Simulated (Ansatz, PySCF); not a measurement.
The pair A = AlH3 (SMILES [AlH3]) (first 4 atoms), B = CH5N (SMILES CN); geometry from B3LYP-D3(BJ)/def2-TZVP.
(charge 0, multiplicity 1):
```json
[
 {"atom": "Al", "x (Å)": "-0.3276", "y (Å)": "0.5959", "z (Å)": "1.6706"},
 {"atom": "H", "x (Å)": "-0.7549", "y (Å)": "-0.8657", "z (Å)": "1.1855"},
 {"atom": "H", "x (Å)": "0.9299", "y (Å)": "1.2723", "z (Å)": "0.9526"},
 {"atom": "H", "x (Å)": "-1.4915", "y (Å)": "1.5632", "z (Å)": "2.1841"},
 {"atom": "C", "x (Å)": "-0.3838", "y (Å)": "-0.5551", "z (Å)": "4.4281"},
 {"atom": "N", "x (Å)": "0.5337", "y (Å)": "0.1141", "z (Å)": "3.4766"},
 {"atom": "H", "x (Å)": "-1.2301", "y (Å)": "0.1031", "z (Å)": "4.6125"},
 {"atom": "H", "x (Å)": "0.1073", "y (Å)": "-0.7941", "z (Å)": "5.3722"},
 {"atom": "H", "x (Å)": "-0.7534", "y (Å)": "-1.4684", "z (Å)": "3.9667"},
 {"atom": "H", "x (Å)": "0.9000", "y (Å)": "0.9699", "z (Å)": "3.8852"},
 {"atom": "H", "x (Å)": "1.3385", "y (Å)": "-0.4780", "z (Å)": "3.2896"}
]
```

Frozen-core correlation. Rows in 6-31G* carry no dispersion term and start afresh at each structure (6-31G* with six Cartesian d functions). MP2/6-31G* freezes PySCF's default core.

The values were computed with Ansatz (Gaussian basis) for Hartree–Fock, density functionals and correlated methods; PySCF for 6-31G* rows. 

Total energies (hartree), monomers frozen at their geometry in the pair:

| structure | PBE/def2-TZVPPD | MP2/6-31G* | CCSD(T)/aug-cc-pV(D+d)Z |
|---|---|---|---|
| AB | -339.8688423 | -339.2333607 | -339.4086892 |
| A in the pair's basis | -244.0454668 | -243.6636029 | -243.7395559 |
| B in the pair's basis | -95.7684287 | -95.5147300 | -95.6151126 |
| A | -244.0453135 | -243.6625516 | -243.7379502 |
| B | -95.7682335 | -95.5059077 | -95.6131577 |

Task: Work out the interaction energy without and with the counterpoise correction, and the superposition error, for each level.

Result: 
E(AB) − E(A) − E(B), times 627.509 kcal/mol, with the monomers in their own basis and then in the pair's basis:
- PBE/def2-TZVPPD: -34.70 uncorrected, -34.48 corrected; the monomers gain 0.22 kcal/mol from borrowed functions
- MP2/6-31G*: -40.73 uncorrected, -34.53 corrected; the monomers gain 6.20 kcal/mol from borrowed functions
- CCSD(T)/aug-cc-pV(D+d)Z: -36.13 uncorrected, -33.90 corrected; the monomers gain 2.23 kcal/mol from borrowed functions

Ansatz is an electronic-structure program.
